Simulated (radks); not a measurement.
Q: Numerical settings for the niobium ion Nb+, [Kr] 4d4. Method: Dirac Kohn-Sham, PBE, spin-unpolarised, spherical densities, point nucleus; open shells are shared between the two j in proportion to 2j + 1; computed with a radial shooting solver on a logarithmic mesh with Libxc functionals. The defaults (mesh step 0.008 in ln r, mesh end at 40 bohr or more with all orbitals vanishing there, Anderson mixing 0.5 over 9 steps, residual threshold near 1e-9 with the energy settled to 1e-9 hartree or 1e-11 of itself, here a cap of 91 iterations) give E = -3819.8668 hartree and 4d5/2 at -9.242 eV in 14 iterations. Run on one thread of a shared host, so times are rough (Arm Neoverse N1): 0.17 s of CPU time, 0.17 s wall, 14 iterations on 2546 mesh points. One setting is changed at a time: mesh step in ln r 0.12; mesh step in ln r 0.003; mesh step in ln r 0.05; mesh end (bohr) 8; mesh end (bohr) 12; residual threshold 0.1; residual threshold 1e-05; mixing 0.2; linear mixing, mixing 0.05; linear mixing, mixing 0.8; mixing history 2; iteration cap 8. Which runs fail to converge, and which converge to a wrong energy?

A: Not converged within the cap: mesh step in ln r 0.12; linear mixing, mixing 0.05; linear mixing, mixing 0.8; iteration cap 8. No run marked as converged misses the energy by more than 1 mhartree.
